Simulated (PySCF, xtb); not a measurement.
Si(H)(NHSiH3)(Me)2 (C2H11NSi2), SMILES C[SiH](N[SiH3])C.

GFN2-xTB run with xtb at its own geometry gives an orbital gap of 5.30 eV and a dipole moment of 0.53 D.

Geometry: B3LYP-D3(BJ)/def2-SVP. The values are those of a single conformer.

**Question.** What does PBE/def2-TZVP run with PySCF give? (An estimate is asked for; the answer gives what the named calculation found.)

**Answer.** gap 5.39 eV (levels -5.87 and -0.48 eV), dipole 0.93 D.
